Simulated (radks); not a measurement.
Question: W+, configuration [Xe] 4f14 5d(up 4, down 0) 6s(up 0.5, down 0.5) (fractional occupations, a model configuration). All-electron calculation, scalar-relativistic Kohn-Sham, r2SCAN, spin-polarised, spherical densities, finite nucleus; meta-GGA in the generalised Kohn-Sham scheme; Fermi nuclear charge, rms radius 5.3658 fm. Program: a radial shooting solver on a logarithmic mesh with Libxc functionals. Some entries of the table are withheld. Estimate them.

orbital  occ.  eigenvalue (Ry)  <r^2> (bohr^2)
1s down     1        -5113.295       0.0004632
1s up       1        -5113.294       0.0004632
2s up       1        -884.9052        0.007119
2s down     1        -884.8856        0.007119
2p up       3        -773.8177        0.005893
2p down     3        -773.8030        0.005893
3s up       1        -204.9321         0.04613
3s down     1        -204.9320         0.04613
3p up       3        -171.8791         0.04693
3p down     3        -171.8774         0.04693
3d up       5        -133.7849         0.03900
3d down     5        -133.7751         0.03900
4s up       1        -43.11910          0.2281
4s down     1        -43.10603          0.2282
4p up       3        -32.22833          0.2596
4p down     3        -32.21734          0.2596
4d up       5        -18.35157          0.3031
4d down     5        -18.33804          0.3028
5s up       1         -6.54117           1.303
5s down     1         -6.40433           1.273
5p up       3              (1)             (2)
5p down     3              (3)             (4)
4f up       7         -3.01164          0.4692
4f down     7         -2.98018          0.4577
5d up       4              (5)           4.390
6s up     0.5         -0.94928           9.331
6s down   0.5         -0.79278           11.29
5d down     0              (6)           4.964

Answer: 
(1) 5p up eigenvalue (Ry): -3.89044
(2) 5p up <r^2> (bohr^2): 1.797
(3) 5p down eigenvalue (Ry): -3.69306
(4) 5p down <r^2> (bohr^2): 1.739
(5) 5d up eigenvalue (Ry): -0.95339
(6) 5d down eigenvalue (Ry): -0.69207
